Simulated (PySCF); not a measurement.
**Krypton: highly charged ions in a basis for the neutral atom**

Kr⁶⁺ [Ar] 3d10 4s2, Kr⁷⁺ [Ar] 3d10 4s1. All numbers are calculated (PySCF 2.14, scalar relativity by spin-free X2C-1e, in Sapporo-DKH3-DZP-2012 (6s5p3d1f, 43 functions)). No spin-orbit coupling, so a gap to NIST mixes the basis error with missing relativistic terms.

Changed run: basis of the neutral atom used for a highly charged ion. This setting is unsound on purpose.

```
species  method  sound run (hartree)  changed run (hartree)  converged
   Kr⁶⁺     UHF              not run            -2778.48945        yes
   Kr⁶⁺    BP86              not run            -2780.47460        yes
   Kr⁶⁺    TPSS              not run            -2780.04431        yes
   Kr⁷⁺     UHF              not run            -2774.55462        yes
   Kr⁷⁺    BP86              not run            -2776.43720        yes
   Kr⁷⁺    TPSS              not run            -2776.02740        yes
```

Ionisation energy of Kr⁶⁺:

```
method  changed run (eV)      NIST (eV)
   UHF            107.07  109.13 ± 0.05
  BP86            109.86  109.13 ± 0.05
  TPSS            109.31  109.13 ± 0.05
```

The contracted functions were made for the neutral atom and can be too rigid for a highly charged ion.
